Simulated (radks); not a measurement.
Results of a calculation; reference values are marked as such.
Sc3+, 18 electrons, occupied as [Ar]. Code: a radial shooting solver on a logarithmic mesh with Libxc functionals. Model: scalar-relativistic Kohn-Sham, SCAN, spin-polarised, spherical densities, finite nucleus; meta-GGA in the generalised Kohn-Sham scheme; Fermi nuclear charge, rms radius 3.5459 fm. Some entries of the table are withheld. Estimate them.

orbital,occ.,eigenvalue (hartree),r(max) (bohr)
1s,2,-163.4965,0.04782
2s,2,(1),0.2831
2p,6,(2),0.2325
3s,2,(3),(4)
3p,6,-2.40498,(5)

Answer. 
(1) 2s eigenvalue (hartree): -18.91349
(2) 2p eigenvalue (hartree): -15.66049
(3) 3s eigenvalue (hartree): -3.24567
(4) 3s r(max) (bohr): 0.9204
(5) 3p r(max) (bohr): 0.9576
